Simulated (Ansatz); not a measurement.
Nudged elastic band run: CH$_{6}$GaP

The input (input.yaml):

```yaml
crystal:
  periodic: [false, false, false]
  atoms:
    - { symbol: C, position_ang: [-0.796408, 1.230745, -0.610184] }
    - { symbol: Ga, position_ang: [0.58283, -0.181885, -0.44653] }
    - { symbol: P, position_ang: [1.021303, -1.186233, 1.618508] }
    - { symbol: H, position_ang: [-0.298378, 2.204058, -0.760302] }
    - { symbol: H, position_ang: [-1.429173, 1.05109, -1.494484] }
    - { symbol: H, position_ang: [-1.436935, 1.29918, 0.281031] }
    - { symbol: H, position_ang: [1.518673, -0.55135, -1.663328] }
    - { symbol: H, position_ang: [1.188974, -2.505367, 1.097628] }
    - { symbol: H, position_ang: [-0.350887, -1.360239, 1.977671] }
basis:
  gaussian: { orbitals: def2-SVP }
hamiltonian:
  xc: b3lyp
  dispersion: d4
neb:
  order_check: false
  images: 5
  f_tol: 0.05
  max_iterations: 60
  final_atoms:
    - { symbol: C, position_ang: [-1.14590262, 1.4011413, -0.81218389] }
    - { symbol: Ga, position_ang: [-0.17017846, -0.11572556, -1.81910549] }
    - { symbol: P, position_ang: [1.05279546, -1.22828388, 0.80290166] }
    - { symbol: H, position_ang: [-0.43522393, 2.06781753, -0.28930513] }
    - { symbol: H, position_ang: [-1.73122912, 2.01980391, -1.51665738] }
    - { symbol: H, position_ang: [-1.844765, 1.00477826, -0.0521834] }
    - { symbol: H, position_ang: [2.43141569, -1.51410271, 0.58047982] }
    - { symbol: H, position_ang: [0.65892533, -2.59567051, 0.89141412] }
    - { symbol: H, position_ang: [1.18416165, -1.03975933, 2.2146497] }
  initial_path:
    images:
      - { positions_ang: [[-0.796408, 1.230745, -0.610184], [0.58283, -0.181885, -0.44653], [1.021303, -1.186233, 1.618508], [-0.298378, 2.204058, -0.760302], [-1.429173, 1.05109, -1.494484], [-1.436935, 1.29918, 0.281031], [1.518673, -0.55135, -1.663328], [1.188974, -2.505367, 1.097628], [-0.350887, -1.360239, 1.977671]] }
      - { positions_ang: [[-0.84693595, 1.22666423, -0.62018462], [0.61814709, -0.1247062, -0.52406855], [1.11058683, -1.30823887, 1.40963189], [-0.41584882, 2.22625425, -0.70851665], [-1.47338017, 1.06262658, -1.50831521], [-1.48315862, 1.20528077, 0.26535306], [1.68777171, -0.69791483, -1.24546662], [0.83289642, -2.42869796, 0.96968549], [-0.03007948, -1.16126896, 1.96189122]] }
      - { positions_ang: [[-0.89746391, 1.22258346, -0.63018525], [0.65346418, -0.06752741, -0.60160711], [1.19987067, -1.43024474, 1.20075577], [-0.53331965, 2.2484505, -0.6567313], [-1.51758734, 1.07416315, -1.52214642], [-1.52938225, 1.11138153, 0.24967512], [1.85687041, -0.84447966, -0.82760523], [0.47681884, -2.35202893, 0.84174298], [0.29072804, -0.96229892, 1.94611145]] }
      - { positions_ang: [[-0.94799186, 1.21850269, -0.64018587], [0.68878127, -0.01034861, -0.67914566], [1.2891545, -1.55225061, 0.99187966], [-0.65079047, 2.27064676, -0.60494595], [-1.56179451, 1.08569973, -1.53597763], [-1.57560587, 1.0174823, 0.23399718], [2.02596912, -0.99104448, -0.40974385], [0.12074126, -2.27535989, 0.71380046], [0.61153556, -0.76332888, 1.93033167]] }
      - { positions_ang: [[-1.01396211, 1.27938223, -0.69751854], [0.40246136, -0.04547426, -1.05913227], [1.21036815, -1.4442617, 0.92888699], [-0.57893496, 2.20303701, -0.49973235], [-1.61827271, 1.39706779, -1.52953755], [-1.66532558, 1.01324762, 0.13860365], [2.16111797, -1.16539723, -0.07966929], [0.30013595, -2.3821301, 0.77300502], [0.80241093, -0.85547236, 2.02510435]] }
      - { positions_ang: [[-1.07993237, 1.34026176, -0.75485121], [0.11614145, -0.08059991, -1.43911888], [1.13158181, -1.33627279, 0.86589433], [-0.50707944, 2.13542727, -0.39451874], [-1.67475091, 1.70843585, -1.52309747], [-1.75504529, 1.00901294, 0.04321012], [2.29626683, -1.33974997, 0.25040527], [0.47953064, -2.4889003, 0.83220957], [0.99328629, -0.94761585, 2.11987702]] }
      - { positions_ang: [[-1.14590262, 1.4011413, -0.81218389], [-0.17017846, -0.11572556, -1.81910549], [1.05279546, -1.22828388, 0.80290166], [-0.43522393, 2.06781753, -0.28930513], [-1.73122912, 2.01980391, -1.51665738], [-1.844765, 1.00477826, -0.0521834], [2.43141569, -1.51410271, 0.58047982], [0.65892533, -2.59567051, 0.89141412], [1.18416165, -1.03975933, 2.2146497]] }
```

Launched with:

```bash
$ ansatz run input.yaml --threads 2 --pin off --max-ram 3072MiB --backend cpu --events-out ev --progress --plain --runs-dir out
```

Output, in part (warnings, iteration lines, the closing report on the highest movable image, with atoms numbered from 0):

```
NEB end point (image 0): max|allowed force component| = 1.412e-2 eV/Å (the criterion of neb.relax_end_points is 1.000e-2)
NEB end point (image 6): max|allowed force component| = 1.577e-2 eV/Å (the criterion of neb.relax_end_points is 1.000e-2)
NEB iter   1: max|band force component| = 6.511e0 eV/Å  barrier→ = 3.6128 eV  barrier← = 2.8243 eV  Δτ_max = 0.1921 Å  (186 SCF iters)
NEB iter   2: max|band force component| = 2.705e0 eV/Å  barrier→ = 2.8153 eV  barrier← = 2.0268 eV  Δτ_max = 0.1987 Å  (146 SCF iters)
NEB iter   3: max|band force component| = 1.649e0 eV/Å  barrier→ = 2.7815 eV  barrier← = 1.9930 eV  Δτ_max = 0.1664 Å  (144 SCF iters)
NEB iter   4: max|band force component| = 1.749e0 eV/Å  barrier→ = 2.5406 eV  barrier← = 1.7521 eV  Δτ_max = 0.1986 Å  (135 SCF iters)
NEB iter   5: max|band force component| = 1.028e0 eV/Å  barrier→ = 2.1502 eV  barrier← = 1.3616 eV  Δτ_max = 0.2000 Å  (138 SCF iters)
NEB iter   6: max|band force component| = 1.028e0 eV/Å  barrier→ = 1.7547 eV  barrier← = 0.9661 eV  Δτ_max = 0.1707 Å  (137 SCF iters)
NEB iter   7: max|band force component| = 1.466e0 eV/Å  barrier→ = 1.5680 eV  barrier← = 0.7795 eV  Δτ_max = 0.0863 Å  (136 SCF iters)
NEB iter   8: max|band force component| = 1.902e0 eV/Å  barrier→ = 1.4483 eV  barrier← = 0.6597 eV  CI = image 2  Δτ_max = 0.1672 Å  (128 SCF iters)
NEB iter   9: max|band force component| = 1.741e0 eV/Å  barrier→ = 1.9480 eV  barrier← = 1.1594 eV  CI = image 2  Δτ_max = 0.2000 Å  (130 SCF iters)
NEB iter  10: max|band force component| = 1.571e0 eV/Å  barrier→ = 2.2174 eV  barrier← = 1.4288 eV  CI = image 2  Δτ_max = 0.1989 Å  (131 SCF iters)
NEB iter  11: max|band force component| = 1.119e0 eV/Å  barrier→ = 2.3850 eV  barrier← = 1.5964 eV  CI = image 2  Δτ_max = 0.1979 Å  (127 SCF iters)
NEB iter  12: max|band force component| = 1.067e0 eV/Å  barrier→ = 2.4111 eV  barrier← = 1.6226 eV  CI = image 2  Δτ_max = 0.2000 Å  (130 SCF iters)
NEB iter  13: max|band force component| = 5.903e-1 eV/Å  barrier→ = 2.3664 eV  barrier← = 1.5779 eV  CI = image 2  Δτ_max = 0.1986 Å  (132 SCF iters)
NEB iter  14: max|band force component| = 2.170e-1 eV/Å  barrier→ = 2.3164 eV  barrier← = 1.5279 eV  CI = image 2  Δτ_max = 0.0794 Å  (130 SCF iters)
NEB iter  15: max|band force component| = 1.368e-1 eV/Å  barrier→ = 2.3051 eV  barrier← = 1.5165 eV  CI = image 2  Δτ_max = 0.0738 Å  (121 SCF iters)
NEB iter  16: max|band force component| = 1.097e-1 eV/Å  barrier→ = 2.3039 eV  barrier← = 1.5153 eV  CI = image 2  Δτ_max = 0.0826 Å  (124 SCF iters)
NEB iter  17: max|band force component| = 6.313e-2 eV/Å  barrier→ = 2.3031 eV  barrier← = 1.5146 eV  CI = image 2  Δτ_max = 0.0448 Å  (125 SCF iters)
NEB iter  18: max|band force component| = 3.579e-2 eV/Å  barrier→ = 2.3027 eV  barrier← = 1.5142 eV  CI = image 2  Δτ_max = 0.0000 Å  (247 SCF iters)
Total energy: -62791.23895989 eV, -2307.5354703456 hartree
Atom 0 at    -0.867359     0.987456    -0.586260 Å, force     0.032996    -0.031189     0.003022 eV/Å
Atom 1 at     0.700360    -0.047724    -1.222600 Å, force    -0.018694     0.015025    -0.022432 eV/Å
Atom 2 at     1.232807    -1.267467     1.318276 Å, force     0.010550    -0.006506    -0.001768 eV/Å
Atom 3 at    -0.516529     1.748373     0.128183 Å, force     0.002471     0.007767     0.003905 eV/Å
Atom 4 at    -1.379992     1.475321    -1.425869 Å, force    -0.011566     0.008006    -0.003790 eV/Å
Atom 5 at    -1.555194     0.307616    -0.061967 Å, force    -0.014586     0.004940    -0.000097 eV/Å
Atom 6 at     1.886139    -0.965595    -0.774896 Å, force     0.002997    -0.001192     0.024365 eV/Å
Atom 7 at     0.114053    -2.019976     0.817590 Å, force    -0.002584     0.000857    -0.000947 eV/Å
Atom 8 at     0.385713    -0.218004     1.807553 Å, force    -0.001585     0.002292    -0.002258 eV/Å
Dipole moment:    -0.318844     0.327895    -0.324369 e Å
```

The run converged. Beside the main top the profile has a ripple of under 15 meV (maxima at images 2, 5), which may be a very shallow well or noise. Neighbouring images differ by up to 2.3 eV, so the band resolves the path poorly. A vibrational analysis at the climbing image gives one clearly imaginary mode, 887i cm⁻¹: a first-order saddle point. The orbitals stay closed-shell, which can raise the energy where a bond breaks towards radicals; this wasn't checked here.

Final band (atoms are numbered from 1 in the order of the input):

```
image  path coordinate (Å)  energy (kcal/mol)  Ga2–P3 (Å)  Ga2–H7 (Å)  P3–H7 (Å)
    0                 0.00                0.0        2.34        1.58       3.38
    1                 1.75                1.1        2.35        1.57       3.34
    2                 3.50               53.1        2.87        1.56       2.21
    3                 4.72               20.6        3.69        2.60       1.44
    4                 5.94               20.7        3.90        3.24       1.43
    5                 7.16               20.8        2.98        3.78       1.41
    6                 8.38               18.2        3.10        3.81       1.43
```

The run took 2.4 min on 2 threads of Intel(R) Xeon(R) Platinum 8488C (Sapphire Rapids) (shared host), peak memory 0.22 GiB.
